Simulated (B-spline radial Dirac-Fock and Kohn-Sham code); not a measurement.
ΔSCF core binding energies without Breit or QED terms, calculated with a B-spline atomic structure program.

A sound run for N³⁺ in the configuration [He] 2s2: The ground state converged in 8 iterations, with total energy -51.11449 Ha, virial ratio 1.99874 and highest orbital energy -75.34 eV. ΔSCF binding energies: K (1s) 488.5 eV. Holes are computed only in closed shells, and unreliable hole states are left out.

A second run, with one unsound setting: The ground state converged in 8 iterations, with total energy -47.09439 Ha, virial ratio 2.13787 and highest orbital energy -72.31 eV. ΔSCF binding energies: K (1s) 445.3 eV. Holes are computed only in closed shells, and unreliable hole states are left out.

```
iter   energy (Ha)        error
   1      -46.47835125  6.30e-01
   2      -47.09244463  2.36e-02
   3      -47.09378198  1.23e-02
   4      -47.09419688  6.46e-03
   5      -47.09438320  7.53e-04
   6      -47.09438644  6.75e-05
   7      -47.09438647  1.51e-06
   8      -47.09438647  6.10e-08
```

Question: Which fault fits the second run best?
A. overfilled shell
B. speed of light below Z
C. damping too heavy
D. nuclear radius in wrong units

Answer: D. The input had radius_factor = 1000.0: radius_factor inflates the nucleus far beyond its size, which weakens the binding of the inner electrons.
